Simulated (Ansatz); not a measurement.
Relaxed structures of AlGeNH4, closed shell (PBE0-D4/def2-TZVP; forces vanish, vibrations not checked; lower isomers may exist, and structures with a doubtful reference or unclear bonds are left out; Å). Computed with Ansatz 0.2.0 (basis: def2-TZVPP); correlated methods freeze the cores. Filled d shells of the heavier atoms are correlated. The def2 sets are not built for correlating such inner shells, so the correlated values are less sure here.

(1) Rank them by CCSD(T) energy, lowest first, and give each one's height above the lowest. Links in brackets join atoms within 1.22 times the sum of their covalent radii (1.1 for two metals). (Judge from chemistry; the value comes from the calculation.)
A.
AlGeNH₄ ([NH]1[AlH][GeH2]1)
```
7
angstrom
N -0.6811 -0.5182 -0.4169
Al 0.2816 0.6616 -1.2733
Ge 0.4354 0.1013 1.0095
H -1.4069 -1.2159 -0.3906
H 0.4548 1.2731 -2.7174
H -0.3777 0.7290 2.1665
H 1.2939 -1.0308 1.6221
```
B.
AlGeNH₄ ([AlH2][NH][GeH])
```
7
angstrom
N -0.0408 -0.1775 -0.4124
Al 0.2049 -0.2585 1.3627
Ge -0.3116 1.3762 -1.3660
H -0.0355 -1.0323 -0.9539
H -0.4354 0.6357 -2.7869
H 0.1840 1.1121 2.1483
H 0.4260 -1.6731 2.0392
```
C.
AlGeNH₄ ([Al][NH][GeH3])
```
7
angstrom
N -0.3528 -0.2231 -0.2937
Al 0.0708 0.7065 -1.7779
Ge 0.3795 -0.0003 1.3834
H -1.0542 -0.9559 -0.3109
H 1.4128 1.1336 1.2499
H -0.6943 0.3972 2.4150
H 1.0815 -1.2855 1.8636
```

No T1 diagnostic of these runs exceeds 0.015.

## Answers

(1) Computed: C (0.000 eV), B (0.260 eV), A (0.762 eV). Heights count from the lowest.

For scale, one of the runs: CCSD(T)/def2-TZVPP, 177 basis functions, launched by `ansatz run in.yaml --threads 2 --pin off --events-out ev --progress --plain --max-ram 4352MiB`. The run took 18 s on 2 CPU threads of an Intel Xeon 6975P-C (shared host), with 1.6 GiB of host memory at its peak.
